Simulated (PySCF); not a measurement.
# Where the electron goes

Species: C4H6F2O2.
Geometry (PBE0-D3(BJ)/def2-SVP, Å), atoms numbered from 1 in this order:
```xyz
14
C4H6F2O2 angstrom
F     -0.3217   -1.5739    1.2397
C      0.2525   -1.2830    0.0273
C      1.1811   -0.0900    0.1805
C      0.3988    1.2081    0.2857
F     -0.1522    1.3082    1.5388
O     -0.5928    1.2717   -0.6736
C     -1.4334    0.1513   -0.6685
O     -0.7288   -1.0341   -0.9125
H      0.7889   -2.1830   -0.3118
H      1.8131   -0.0341   -0.7183
H      1.8303   -0.2191    1.0570
H      1.0392    2.0907    0.1318
H     -2.1443    0.2785   -1.4926
H     -1.9626    0.0824    0.2974
```

Method: TDDFT CAM-B3LYP/def2-SVPD, vertical, gas phase, core orbitals frozen in the response in PySCF 2.14.0, density-fitted response routines.

Kohn–Sham orbitals with the atoms that hold most of them (Löwdin shares over 4%, at most four atoms; ? is withheld):

```json
{"orbital": "HOMO-3", "ε (eV)": "-11.52", "atoms": "O8 20%, O6 19%, C3 17%, C7 7%"}
{"orbital": "HOMO-2", "ε (eV)": "-11.51", "atoms": "O6 24%, O8 23%, F1 16%, F5 15%"}
{"orbital": "HOMO-1", "ε (eV)": "-10.38", "atoms": "?"}
{"orbital": "HOMO", "ε (eV)": "-10.07", "atoms": "?"}
{"orbital": "LUMO", "ε (eV)": "?", "atoms": "C3 15%, H10 11%, C2 10%, C4 10%"}
{"orbital": "LUMO+1", "ε (eV)": "1.89", "atoms": "H12 16%, H9 16%, O6 10%, O8 10%"}
{"orbital": "LUMO+2", "ε (eV)": "1.94", "atoms": "C7 18%, H13 16%, O8 11%, O6 11%"}
```

Q: Give the leading atoms of the HOMO-1.

A: O8 (bonded to 2 C) 29%; O6 (bonded to 2 C) 29%; C7 (bonded to 2 O and 2 H) 16%; H14 (bonded to C) 11%. By element: oxygen 58%, carbon 16% or more, hydrogen 11% or more.

Q: Give the leading atoms of the HOMO.

A: O6 (bonded to 2 C) 26%; O8 (bonded to 2 C) 26%; C3 (bonded to 2 C and 2 H) 12%; C4 (bonded to C, F, O and H) 8%. By element: oxygen 52%, carbon 20% or more.

Q: What is the LUMO energy, and the HOMO–LUMO gap?

A: ε(LUMO) = 1.03 eV; the gap is 11.10 eV (0.4080 hartree).

Q: The HOMO–LUMO gap is 11.10 eV. Where does the response calculation put the lowest singlet, and from which orbitals?

A: S1 is at 8.11 eV (f = 0.0009), 2.99 eV below the gap, made of HOMO→LUMO (93%). Without the coupling terms of the response equations the lowest excitation would equal the gap.

Q: One configuration dominates each of S1, S2 and S3. Which, and how do the shares of the two leading atoms of either orbital change from the occupied to the empty one?

A: 
- S1 (8.11 eV, f 0.0009), HOMO→LUMO (93%): O6 26% → at most 11%, O8 26% → at most 11%, C3 12% → 15%, H10 at most 9% → 11%
- S2 (8.48 eV, f 0.0051), HOMO-1→LUMO (84%): O8 29% → at most 11%, O6 29% → at most 11%, C3 at most 12% → 15%, H10 at most 12% → 11%
- S3 (9.05 eV, f 0.033), HOMO→LUMO+1 (78%): O6 26% → 10%, O8 26% → 10%, H12 at most 9% → 16%, H9 at most 9% → 16%

One conformer stands for the species.
